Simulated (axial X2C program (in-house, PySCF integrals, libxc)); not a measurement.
Outer orbitals of ZrB⁺ at 2.147 Å, PBE0

Calculated with an in-house relativistic program for diatomic molecules. Spin-free means the one-electron spin-free X2C Hamiltonian; two-component (2c) means X2C with spin–orbit coupling and atomic mean-field two-electron Coulomb and Gaunt terms, so the difference of the two also holds small scalar two-electron terms. Basis: Zr dyall-cv3z [11s12p9d6f3g], B dyall-v3z [7s6p2d1f] (cores contracted in-house); Gaussian nuclei, density fitting, unrestricted open shells. Masses: Zr 89.905 u, B 11.009 u.

The distance is close to the 2c PBE0 minimum; the highest filled and lowest empty levels are listed.

Spin-free orbitals, state M_S = 2, Λ = 2 (beyond evenly filled blocks: σα, π+α, π-α, δ+α) (Löwdin shares):

```json
{"symmetry": "σα", "occupied": "yes", "ε (eV)": "-16.74", "atomic character": "56% B s, 18% Zr d, 11% Zr s"}
{"symmetry": "σβ", "occupied": "yes", "ε (eV)": "-14.42", "atomic character": "53% B s, 18% Zr d, 12% Zr s"}
{"symmetry": "π+α", "occupied": "yes", "ε (eV)": "-11.39", "atomic character": "61% Zr d, 33% B p, 2% B d"}
{"symmetry": "π-α", "occupied": "yes", "ε (eV)": "-11.32", "atomic character": "60% Zr d, 34% B p, 2% B d"}
{"symmetry": "σα", "occupied": "yes", "ε (eV)": "-11.17", "atomic character": "55% B p, 28% Zr d, 7% B s"}
{"symmetry": "δ+α", "occupied": "yes", "ε (eV)": "-10.50", "atomic character": "99% Zr d"}
{"symmetry": "σα", "occupied": "no", "ε (eV)": "-8.30", "atomic character": "56% Zr s, 27% Zr d, 10% B p"}
{"symmetry": "δ-α", "occupied": "no", "ε (eV)": "-7.72", "atomic character": "99% Zr d"}
{"symmetry": "π-β", "occupied": "no", "ε (eV)": "-7.46", "atomic character": "55% Zr d, 38% B p, 2% Zr p"}
{"symmetry": "π+β", "occupied": "no", "ε (eV)": "-7.46", "atomic character": "55% Zr d, 38% B p, 2% Zr p"}
```

Spinors with spin–orbit coupling (state Ω = 4):

```tsv
ω	occupied	ε (eV)	atomic character	λ mixture
1/2	yes	-16.75	56% B s, 18% Zr d, 11% Zr s	100% σ
-1/2	yes	-14.43	53% B s, 18% Zr d, 12% Zr s	100% σ
3/2	yes	-11.39	61% Zr d, 33% B p, 2% B d	100% π
-1/2	yes	-11.34	60% Zr d, 34% B p, 2% B d	100% π
1/2	yes	-11.18	55% B p, 28% Zr d, 7% B s	100% σ
5/2	yes	-10.46	99% Zr d	100% δ
1/2	no	-8.30	56% Zr s, 27% Zr d, 10% B p	100% σ
-3/2	no	-7.77	99% Zr d	99% δ, 1% π
1/2	no	-7.48	55% Zr d, 38% B p, 2% Zr p	100% π
-3/2	no	-7.45	55% Zr d, 38% B p, 2% Zr p	99% π, 1% δ
```

How does the gap between the highest filled and lowest empty level change from the spin-free to the 2c table?

From 2.20 to 2.16 eV at PBE0, a change of -0.04 eV.

Mulliken charges and populations of the two-component result (they depend on the basis, above all on diffuse functions):

Zr 0.90 e (s 8.21 p 18.08 d 12.79 f 0.02), B 0.10 e (s 3.61 p 1.25 d 0.03). ⟨Lz⟩ = 2.00 ħ and ⟨Sz⟩ = 2.00 ħ (1.34 and 0.66 on the two atoms), which add up to Ω.

The state is one determinant whose occupation by symmetry is held fixed; it was picked as the lowest of a PBE0 search that is not exhaustive. Density functionals use the spin component along the axis (collinear). PBE0 can misorder states that lie within some tenths of an eV, so this need not be the ground state of the molecule. The nearest other spin-free determinant of the search, M_S = 2, Λ = 0, lies 0.17 eV up at the distance of the search. The functionals have no current-density term, which raises determinants with orbital currents, atoms included. With several unpaired electrons one determinant need not be a pure state. Open-shell Ω = 0 determinants with evenly filled partner blocks cannot be reached by this program, so the Ω shown need not be the lowest component.
